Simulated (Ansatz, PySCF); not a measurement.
Dimer: SiH4 (SMILES [SiH4]) (first 5 atoms) with CH2O (SMILES C=O); geometry from B3LYP-D3(BJ)/def2-TZVP.
(charge 0, multiplicity 1):
| atom | x (Å) | y (Å) | z (Å) |
|---|---|---|---|
| Si | 0.0213 | 0.0922 | 0.1766 |
| H | -0.6505 | -1.1098 | 0.7236 |
| H | 0.4935 | 0.9282 | 1.3042 |
| H | -0.9386 | 0.8621 | -0.6442 |
| H | 1.1750 | -0.3225 | -0.6511 |
| C | -0.2532 | -0.4548 | 3.9346 |
| O | 0.0609 | 0.0922 | 4.9536 |
| H | -1.2269 | -0.2684 | 3.4409 |
| H | 0.4111 | -1.1799 | 3.4254 |

Monomers are frozen at their geometry in the pair; levels with a basis set take the counterpoise correction. Rows marked so take none.

Cores are frozen in the correlated methods. Rows in 6-31G* carry no dispersion term and start afresh at each structure (6-31G* with six Cartesian d functions).

The values were computed with Ansatz (an electronic-structure program) with Gaussian orbitals; PySCF for 6-31G* rows. Values without a source in brackets are computed.

### Question
Give the interaction energy at the level CCSD/aug-cc-pV(D+d)Z.

### Answer
-15 meV

### Question
Estimate the interaction energy that r2SCAN/def2-TZVPPD returns for this input.

### Answer
-21 meV

### Question
What is the computed interaction energy (M06-2X/6-31G* (no counterpoise))?

### Answer
-37 meV
